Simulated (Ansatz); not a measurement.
Cost and result up the ladder for Sn₅H₂ (7 atoms). Total charge 0; singlet. Geometry: PBE-D4/def2-SVP.

```xyz
7

Sn   -1.611    1.045    0.698
Sn    1.033    0.055   -0.724
Sn    0.348   -1.211    1.858
Sn   -1.530   -1.911   -0.122
Sn    1.330    1.589    1.711
H     1.082   -0.557   -2.350
H    -0.653    0.990   -1.070
```

Ansatz on 4 threads of Arm Neoverse V1 on a shared host. Times are rough, and most runs start from the orbitals of an earlier one. No level here is sound enough to serve as a yardstick. Binding counts from free atoms at the same level (Sn triplet, H doublet; other spins of the atoms weren't run), without zero-point energy or a counterpoise term.

In the def2 sets Sn takes a core potential; there is no spin–orbit coupling. HSE06 is defined as in plane-wave codes, on full-range PBE exchange. Correlated methods freeze 20 core orbitals; core or outer-core shells of Sn are correlated, in sets that lack core-valence functions. The rows differ in basis, and correlated rows in double-zeta sets carry the largest basis error. Another isomer (singlet) lies 0.15 eV lower at PBE0-D4/def2-TZVP; other spin states weren't run for this one.

Correlated methods converge slowly with the basis, most of all in double-zeta sets.

| level | functions | binding energy per atom (eV) | remarks |
| --- | --- | --- | --- |
| PBE-D4/def2-TZVP (with forces) | 262 | 2.43 | restricted SCF unstable in HF |
| CCSD(T)/def2-SVP | 140 | 2.04 | – |
| PBE0-D4/def2-TZVP | 262 | 2.33 | restricted SCF unstable in HF |
| r2SCAN-D4/def2-TZVP | 262 | 2.34 | restricted SCF unstable in HF |
| HSE06-D4/def2-TZVP | 262 | 2.33 | restricted SCF unstable in HF |
| PBE-D4/def2-SVP | 140 | 2.41 | restricted SCF unstable in HF |
| LDA (SPW92)/def2-TZVP | 262 | 2.86 | restricted SCF unstable in HF |
| PBE0-D4/def2-SVP | 140 | 2.30 | restricted SCF unstable in HF |
| MP2/def2-TZVP | 262 | 2.36 | restricted SCF unstable |
| r2SCAN0-D4/def2-TZVP | 262 | 2.26 | restricted SCF unstable in HF |

(1) Estimate how long each takes.

Results:

(1) PBE-D4/def2-SVP 2.4 s; LDA (SPW92)/def2-TZVP 2.8 s; PBE0-D4/def2-SVP 4.7 s; PBE-D4/def2-TZVP (with forces) 6 s; r2SCAN-D4/def2-TZVP 12 s; HSE06-D4/def2-TZVP 12 s; PBE0-D4/def2-TZVP 14 s; MP2/def2-TZVP 17 s; r2SCAN0-D4/def2-TZVP 18 s; CCSD(T)/def2-SVP 78 s. On shared hardware such times vary by a factor of up to 3.
